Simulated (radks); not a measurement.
Values are calculated unless marked as measured or tabulated.
Task: Radial electron density D(r) = 4 pi r^2 rho(r) of an atom or ion with 21 electrons. Code: a radial shooting solver on a logarithmic mesh with Libxc functionals. Model: Dirac Kohn-Sham, BLYP, spin-unpolarised, spherical densities, point nucleus.

r (bohr),D(r) (e/bohr)
0.003585,7.650
0.004042,9.251
0.004557,11.13
0.005179,13.48
0.005839,16.03
0.006584,18.92
0.007423,22.16
0.008437,25.98
0.009513,29.84
0.01073,33.89
0.01209,38.02
0.01363,42.06
0.0155,46.04
0.01747,49.25
0.0197,51.71
0.02221,53.24
0.02525,53.70
0.02846,53.06
0.03209,51.53
0.03618,49.49
0.0408,47.45
0.04637,45.99
0.05228,45.92
0.05895,47.53
0.06646,50.81
0.07554,55.61
0.08517,60.25
0.09603,63.63
0.1083,64.41
0.1221,61.75
0.1387,55.19
0.1564,46.77
0.1764,38.17
0.1989,31.56
0.226,28.26
0.2548,28.65
0.2873,30.85
0.324,32.52
0.3653,31.69
0.4151,27.37
0.4681,21.06
0.5278,14.38
0.595,8.895
0.6763,5.067
0.7625,3.097
0.8597,2.024
0.9694,1.326
1.093,0.7891
1.242,0.3774
1.401,0.1522
1.579,0.04825
1.78,0.01160
2.024,0.001770
2.282,0.0002097

What is the nuclear charge?

Result: Z = 42. The innermost maximum, from 1s, lies near gamma/Z bohr with gamma = sqrt(1 - (Z/c)^2) = 0.952, here 0.0227 bohr (found: 0.0248), and its height grows with Z. The density is that of the molybdenum ion Mo21+ in [Ar] 3d2 4d1; the configuration itself is not fixed sharply by these data, and Z only to a few units. D(r) has 3 maxima, at r = 0.0248, 0.105, 0.334 bohr, and minima at 0.0494, 0.235 bohr, inside which lie 2.05, 10.80 electrons.
